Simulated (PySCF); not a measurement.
A GIAO shielding run with PySCF 2.14 (density fitting, non-relativistic, gas phase) on `InChI=1S/C6H8OSSi/c1-4-5(2)9-7-6(3)8/h1H,2,9H2,3H3`:

```
$ OMP_NUM_THREADS=1 python probes_run.py task.json out

{"job": {"kind": "nmr", "xc": "PBE0", "basis": "pcSseg-1"}, "charge": 0, "multiplicity": 1}
C      2.300131    -0.096610     1.671002
C      2.046006    -0.037841     0.498228
C      1.706952     0.048932    -0.869901
C      2.600432    -0.251877    -1.812236
Si    -0.021829     0.656030    -1.327501
O     -0.827665     0.375491     0.092602
C     -2.073256     0.687862     0.358549
C     -2.545298     0.290103     1.716672
S     -3.027606     1.430440    -0.728804
H      2.539429    -0.152708     2.691011
H      3.600683    -0.576482    -1.573302
H      2.350728    -0.180624    -2.856291
H     -0.631670    -0.141815    -2.386990
H     -0.035455     2.085744    -1.624323
H     -1.725669     0.352934     2.429874
H     -3.375644     0.917317     2.027378
H     -2.887266    -0.745405     1.684124
```

Hardware: 1 thread of an Arm Neoverse N1, shared host. The job also computes population analyses, field gradients.

Question: How large is the calculation?

Answer: 82 electrons, 207 basis functions and 1117 auxiliary functions.

Question: How long does it take, and how much memory does it need?

Answer: 66 s of wall time, with 14 SCF cycles and 5 response iterations; peak memory 0.93 GiB. Times on a shared host scatter by some tens of per cent.
